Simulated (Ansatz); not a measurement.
Cost and result for the atomization energy of CH$_{3}$NOSn (7 atoms, 6 bonds).

```
atom   x (Å)   y (Å)   z (Å)
  O1   2.322   0.611  -1.523
  C2   1.284   0.580  -1.027
  N3   0.223   0.445  -0.441
 Sn4  -0.388  -1.351   1.197
  H5  -0.551   1.081  -0.568
  H6  -1.010   0.031   2.126
  H7  -1.881  -1.398   0.235
```

The species carries charge 0 and has multiplicity 1. Correlated methods include outer-core shells of Sn, which these sets cover unevenly. Sn takes the def2 core potential. The bonds changed during the relaxation, so this is another structure than the one it started from. The structure was optimised at the PBE0-D4/def2-TZVP level. Program: Ansatz. All runs use 2 threads of an Arm Neoverse V2 on a shared host. Times are those of one run each, without the atoms' runs, and a repeat can differ threefold. Electronic energies, without spin–orbit coupling; frozen cores. CCSD(T)/CBS adds CCSD(T) − MP2 in def2-TZVPP to the MP2 limit, and its time is that of the two runs behind it. T1 = 0.017. With those shells the extrapolation isn't a true limit. B3LYP takes the VWN-RPA correlation (the form of Gaussian; ORCA's B3LYP/G). HSE06 is the plane-wave form, built on full-range PBE exchange.

CCSD(T)/CBS is a level of theory with its own doubt, some kJ/mol a heavy atom from the limit and from the frozen cores, so smaller differences don't rank the functionals.

```tsv
level	functions	wall time	atomization (kJ/mol)	difference from CCSD(T)/CBS	per bond
LDA (SPW92)/def2-TZVPP	185	1.1 s	2877.4	471.4	78.6
PBE-D4/def2-TZVPP (with forces)	185	2.1 s	2523.6	117.6	19.6
HSE06-D4/def2-TZVPP	185	2.7 s	2412.8	6.8	1.1
CAM-B3LYP-D4/def2-TZVPP	185	2.9 s	2427.9	21.9	3.6
B3LYP-D4/def2-TZVPP (with forces)	185	3.5 s	2430.5	24.5	4.1
CCSD(T)/def2-SVP	83	3.7 s	2239.7	-166.3	-27.7
r2SCAN-D4/def2-TZVPP (with forces)	185	4.1 s	2419.0	13.0	2.2
r2SCANh-D4/def2-TZVPP	185	4.2 s	2382.5	-23.5	-3.9
B2PLYP/def2-TZVPP	185	4.6 s	2392.9	-13.1	-2.2
B97M-V/def2-TZVPP	185	8 s	2448.0	42.0	7.0
MP2/def2-QZVPP	343	13 s	2430.4	24.4	4.1
CCSD(T)/def2-TZVPP	185	78 s	2323.0	-83.0	-13.8
CCSD(T)/CBS(def2)	–	91 s	2406.0	0.0	0.0
```

The D4 term adds +21.7 kJ/mol with B3LYP and +11.3 kJ/mol with PBE0; it sums over pairs of atoms, weighted by their polarisabilities, and B3LYP, whose exchange is more repulsive, gets the larger term. At CCSD(T), def2-SVP lies −166.3 kJ/mol from the extrapolated value and def2-TZVPP −83.0 kJ/mol: correlation converges slowly with the basis, and small sets miss more of it in the bonded molecule than in its fragments. From PBE to PBE0 (25 % exact exchange), in def2-TZVPP and without D4, the atomization energy moves by −110.5 kJ/mol: exact exchange takes away binding that semilocal exchange gives to molecules.

Spin–orbit coupling would lower the free Sn atoms strongly, and the atomization energy with them, by more than many differences here. For some Ge, Se and Sn compounds the MP2-based and the directly extrapolated limit differ by 10 to 25 kJ/mol.
